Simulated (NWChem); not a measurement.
A series in which one site is exchanged, each optimised at PBE0/def2-SVP with NWChem, gas phase unless a solvent is named. This build's default masses of Se (78.918 u) and Br (79.917 u) are each other's, which moves their modes by up to 0.6 %. For some, no frequency run checked for a minimum. def2 effective core potentials on I; no spin-orbit coupling.

A: [NH3]->[CuH] (CuNH4; site = H)
B: [NH3]->[Cu][I] (CuNH₃I; site = I)
C: [NH3]->[Cu][Br] (CuNH$_{3}$Br; site = Br)
D: [F][Cu]<-[NH3] (CuNH₃F; site = F)

```tsv
quantity	A	B	C	D
dipole (D), PBE0/def2-SVP	6.83	9.54	…	8.56
orbital gap (eV), PBE0/def2-SVP	5.32	5.07	…	5.36
vertical ionisation energy, ΔSCF, B3LYP/def2-SVP (eV)	7.97	8.01	…	8.88
static polarisability, B3LYP/def2-SVPD (bohr³)	46.5	75.3	…	34.6
lowest singlet excitation, B3LYP/def2-SVPD, TDA (eV)	3.96	3.67	…	4.09
```

Q: Complete the blanks.

A: 
- dipole (D), PBE0/def2-SVP, C: 9.35
- orbital gap (eV), PBE0/def2-SVP, C: 5.34
- vertical ionisation energy, ΔSCF, B3LYP/def2-SVP (eV), C: 8.37
- static polarisability, B3LYP/def2-SVPD (bohr³), C: 59.3
- lowest singlet excitation, B3LYP/def2-SVPD, TDA (eV), C: 3.94
